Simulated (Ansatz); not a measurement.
Reaction (hydrogenolysis of the Sn–Cl bond): `[Cl][SnH2][Si](Cl)(Cl)Cl` + H₂ → `Cl[Si](Cl)(Cl)[SnH3]` + HCl

Calculated with Ansatz (gas phase, PBE0-D4/def2-TZVP geometries, no zero-point term in ΔE). CCSD(T)/CBS adds triple-zeta CCSD(T) − MP2 to the extrapolated MP2 energy (def2 sets, frozen cores). This one scheme is used for every species. DFT in def2-TZVPP. Elements past krypton have def2 core potentials. For Sn outer-core shells are correlated without core-valence functions, which leaves a few kJ/mol of doubt a bond. One conformer a species, not always the lowest.

`[Cl][SnH2][Si](Cl)(Cl)Cl`:

Z-matrix (Å, degrees):
```
Sn
Si 1 2.565
Cl 1 2.333 2 104.3
H 1 1.702 2 113.0 3 -115.2
H 1 1.702 2 113.0 3 115.2
Cl 2 2.045 1 109.6 3 179.9
Cl 2 2.037 1 110.5 3 -60.4
Cl 2 2.037 1 110.5 3 60.2
```

H₂:

Z-matrix (Å, degrees):
```
H
H 1 0.746
```

`Cl[Si](Cl)(Cl)[SnH3]`:

```xyz
8

Cl   -1.248    2.394    0.386
Si   -0.752    0.459    0.829
Cl    0.106    0.442    2.687
Cl   -2.485   -0.625    0.930
Sn    0.840   -0.512   -0.927
H     2.259    0.428   -0.958
H     1.208   -2.118   -0.501
H     0.072   -0.468   -2.446
```

HCl:

```xyz
2

Cl   -0.299   -0.549    0.136
H     0.299    0.549   -0.136
```

| level | ΔE (eV) |
| --- | --- |
| BLYP-D4 | 0.77 |
| BLYP | 0.67 |

(1) What does CCSD(T)/CBS give? (An estimate is asked.)

Largest T1 diagnostic among the species: 0.012.

Results:

(1) Computed: +0.73 eV. The listed levels differ from it by 0.04, -0.06 eV.

From r2SCAN to r2SCAN0 (25 % exact exchange), in def2-TZVPP and without D4, ΔE moves by −0.04 eV. Leaving LDA and LC-ωPBE aside and taking each functional with its dispersion term where it has one, the values, not all of them listed here, spread over 0.11 eV, from CAM-B3LYP-D4 to BLYP-D4. LDA lies −0.10 eV from PBE without D4. At CCSD(T), def2-SVP lies −0.18 eV from the extrapolated value and def2-TZVPP −0.11 eV.
